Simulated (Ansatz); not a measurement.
Consider the ligand exchange at a Ge–C bond: `C=C[CH2][Ge]([CH3])([F])[O]C` + H₂S → `C[O][Ge]([CH3])([F])[SH]` + propene.

Computed with Ansatz on PBE0-D4/def2-TZVP structures; ΔE is electronic, products minus reactants. CCSD(T)/CBS adds triple-zeta CCSD(T) − MP2 to the extrapolated MP2 energy (def2 sets, frozen cores). This one scheme is used for every species. Functionals use def2-TZVPP. B3LYP here is the variant with VWN-RPA as its local correlation; programs differ in this. For Ge outer-core shells are correlated without core-valence functions, which leaves a few kJ/mol of doubt a bond. Scalar relativity is left out up to krypton. One conformer a species, not always the lowest.

| level | ΔE (kJ/mol) | difference from CCSD(T)/CBS |
| --- | --- | --- |
| PBE-D4 | -64.8 | -6.8 |
| r2SCAN-D4 | -66.0 | -8.0 |
| B3LYP-D4 | -63.3 | -5.3 |
| PBE | -68.4 | -10.4 |
| B3LYP | -68.3 | -10.3 |
| SCS-MP2/def2-TZVPP | -58.8 | -0.8 |
| CCSD(T)/def2-TZVPP | -56.4 | 1.6 |
| SCS-MP2/def2-QZVPP | -59.8 | -1.8 |
| HF/CBS(def2) | -70.2 | -12.2 |
| MP2/CBS(def2) | -59.6 | -1.6 |
| CCSD(T)/CBS | -58.0 | 0 |

Largest T1 diagnostic among the species: 0.012.

In def2-TZVPP, CCSD(T) changes the Hartree–Fock value by +13.7 kJ/mol (the triples alone add +0.2 kJ/mol) and MP2 by +12.1 kJ/mol. The D4 term adds +5.0 kJ/mol with B3LYP and +3.4 kJ/mol with PBE0; it sums over pairs of atoms, weighted by their polarisabilities, and B3LYP, whose exchange is more repulsive, gets the larger term.
